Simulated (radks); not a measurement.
The numbers below are computed, except where a source is named.
Task: Cs, configuration [Xe] 6s1. Code: a radial shooting solver on a logarithmic mesh with Libxc functionals. Model: non-relativistic Kohn-Sham, r2SCAN, spin-polarised, spherical densities, point nucleus; open shells are filled with parallel spins first (spin-orbit coupling, left out, can overturn this in heavy ions); meta-GGA in the generalised Kohn-Sham scheme; relativity is left out, which matters for an element this heavy. Some entries of the table are withheld. Estimate them.

orbital  occ.  eigenvalue (hartree)  <r> (bohr)  <r^2> (bohr^2)
1s up       1             -1260.113     0.02763        0.001021
1s down     1             -1260.113     0.02763        0.001021
2s up       1             -193.1002      0.1186         0.01653
2s down     1             -193.1001      0.1186         0.01653
2p up       3             -181.8253      0.1010         0.01239
2p down     3             -181.8252      0.1010         0.01239
3s up       1             -40.32747      0.3125          0.1115
3s down     1             -40.32734      0.3125          0.1115
3p up       3             -35.52147      0.3030          0.1063
3p down     3             -35.52132      0.3030          0.1063
3d up       5             -26.61443      0.2740         0.08852
3d down     5             -26.61429      0.2740         0.08852
4s up       1              -7.66394      0.7245          0.5917
4s down     1              -7.66354      0.7245          0.5917
4p up       3              -5.91619      0.7523          0.6431
4p down     3              -5.91577      0.7523          0.6431
4d up       5              -2.90289      0.8319             (1)
4d down     5              -2.90232      0.8318             (2)
5s up       1              -0.94304       1.824           3.749
5s down     1              -0.94171       1.827           3.762
5p up       3              -0.51957       2.106           5.064
5p down     3              -0.51819       2.100           5.017
6s up       1              -0.08221       5.899           39.18

Result: 
(1) 4d up <r^2> (bohr^2): 0.8050
(2) 4d down <r^2> (bohr^2): 0.8048
